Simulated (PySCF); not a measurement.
## Electron correlation in Zn(2+) (zinc, charge +2)

[Ar] 3d9 4s1, high-spin 3D determinant (an excited configuration). Calculation: PySCF 2.14, in def2-QZVPPD (11s6p5d4f2g, 100 functions); no relativity, point nucleus. Frozen: [Ar]; 10 electrons correlated.

MP2 pair energies summed by pair of shells (mhartree):

```
 pair   energy  share (%)
3d-3d  -330.44       91.9
3d-4s   -29.00        8.1
```

Total MP2 correlation energy: -359.43 mhartree.

Same-spin part -134.22 and opposite-spin part -225.22 mhartree; SCS-MP2 scales them by 1/3 and 6/5 to -315.00 mhartree.
